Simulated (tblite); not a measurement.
C₅H₆OS.
Atom-mapped SMILES: `[CH:1]#[C:2][CH2:3][C:4](=[S:5])[O:6][CH3:7]` (hydrogens: H8 on C1; H9, H10 on C3; H11, H12, H13 on C7)

Structure optimised with GFN2-xTB, isolated species.

**Question.** What internal coordinates does the optimisation give?

**Answer.** 
```json
{"bond": "C1≡C2", "length (Å)": "1.196", "order": "triple"}
{"bond": "C2–C3", "length (Å)": "1.452", "order": "single"}
{"bond": "C3–C4", "length (Å)": "1.507", "order": "single"}
{"bond": "C4=S5", "length (Å)": "1.628", "order": "double"}
{"bond": "C4–O6", "length (Å)": "1.323", "order": "single"}
{"bond": "O6–C7", "length (Å)": "1.414", "order": "single"}
{"bond": "C1–H8", "length (Å)": "1.049", "order": "single"}
{"bond": "C3–H9, C3–H10", "length (Å)": "1.092", "order": "single"}
{"bond": "C7–H11, C7–H12, C7–H13", "length (Å)": "1.091", "order": "single"}
```

Bonds in one row agree within 0.01 Å and their mean is given. Orders are formal, as drawn. A selection of angles:
```json
{"angle": "C2–C1–H8", "degrees": "178.2"}
{"angle": "C1–C2–C3", "degrees": "177.5"}
{"angle": "C2–C3–C4", "degrees": "108.4"}
{"angle": "C2–C3–H9", "degrees": "109.3"}
{"angle": "C4–C3–H9", "degrees": "109.7"}
{"angle": "H9–C3–H10", "degrees": "110.3"}
{"angle": "C3–C4–S5", "degrees": "122.8"}
{"angle": "C3–C4–O6", "degrees": "112.6"}
{"angle": "S5–C4–O6", "degrees": "124.6"}
{"angle": "C4–O6–C7", "degrees": "118.0"}
{"angle": "O6–C7–H11", "degrees": "106.4"}
{"angle": "O6–C7–H12", "degrees": "110.4"}
{"angle": "H11–C7–H12", "degrees": "110.6"}
{"angle": "H12–C7–H13", "degrees": "108.6"}
```

Dihedral angles: C2–C3–C4–S5 -95° (anticlinal); C3–C4–O6–C7 -177° (antiperiplanar). The mirror-image conformer, all signs reversed, is as good.

Of the pairs four or more bonds apart, S5···H13 is among the closest relative to their van der Waals radii: 2.81 Å, 94 % of the sum of Bondi's values. The 2 C–O bonds span 1.323 Å (C4–O6, drawn single) to 1.414 Å (O6–C7, drawn single), a spread of 0.091 Å. The C–C distances run from 1.196 Å (C1≡C2, drawn triple) to 1.507 Å (C3–C4, drawn single), a spread of 0.311 Å. O6 (oxygen bonded to 2 C) is bent (angle 118.0°).

Point group: C1 (no symmetry element, even within 0.4 Å). Its GFN2-xTB frequencies are all real (lowest 27 cm⁻¹). One conformer, not necessarily the lowest. 3 starts were optimised and ended at 0.00, 0.58 and 4.92 kcal/mol (GFN2-xTB); the lowest of these is shown.

These are computed values.
